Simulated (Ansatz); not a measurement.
Relaxation of HSSeSi (4 atoms, charge -1, multiplicity 1), to a largest force component of 0.02 eV/Å in at most 50 steps.

All numbers below come from RKS CAM-B3LYP/def2-SVP in Ansatz.

```xyz
4
Properties=species:S:1:pos:R:3
S -1.620 -0.086 1.223
Si -0.058 0.041 -0.035
Se 1.970 -0.699 0.102
H 3.415 -0.964 -0.327
```

Where does it end, and by what steps?

It converged. Limits of this set-up: an anion without diffuse functions, the dipole of an ion depends on the origin. After 10 steps the energy has fallen by 2.085 eV; Se3 moved furthest, 0.61 Å.

```
step  energy less start (eV)  largest force component (eV/Å)  accepted
   0                  0.0000                           4.423       yes
   1                 -0.8324                           2.164       yes
   2                 -1.3233                           1.154       yes
   3                 -1.6733                           1.006       yes
   4                 -1.9120                           0.716       yes
   5                 -2.0322                           0.782       yes
   6                 -1.9993                           1.225        no
   7                 -2.0800                           0.232       yes
   8                 -2.0828                           0.118       yes
   9                 -2.0848                           0.021       yes
  10                 -2.0848                           0.002       yes
```

```xyz
4
Properties=species:S:1:pos:R:3
S -1.348 -0.140 1.135
Si 0.070 0.140 -0.264
Se 2.059 -1.015 0.620
H 2.926 -0.694 -0.529
```

Whether the end is a true minimum wasn't checked by a vibrational analysis.

Time of the run: 33 s on 2 threads of Arm Neoverse N1 (shared host), peak memory 0.16 GiB.
